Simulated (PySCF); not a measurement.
Sn(F)2(Me)(OH) (CH4F2OSn), SMILES [CH3][Sn]([OH])([F])[F]. Heavy atoms are numbered as in [CH3:1][Sn:2]([OH:3])([F:4])[F:5]. Hydrogens are named by the atom that carries them.

Geometry optimised at B3LYP-D3(BJ)/def2-SVP. The structure was generated by enumeration; whether it is a known compound was not checked. The def2 effective core potentials stand for the cores of Sn; spin–orbit coupling is left out. One conformer was computed; it need not be the lowest.

Calculation: PySCF with M06-2X/def2-TZVP.

Atomic charges (e), one atom of each kind:

```
atom        Mulliken  Löwdin
--------  ----------  ------
C1 (CH3)       -0.65   -0.50
Sn2       (withheld)    0.83
O3 (OH)        -0.73   -0.35
F4        (withheld)   -0.29
H on C1   (withheld)    0.14
H on O3         0.34    0.17
```

Some entries are withheld; supply them. (An estimate is asked for; the answer gives what the named calculation found.)


- Sn2, Mulliken: 1.52
- F4, Mulliken: -0.53
- H on C1, Mulliken: 0.19
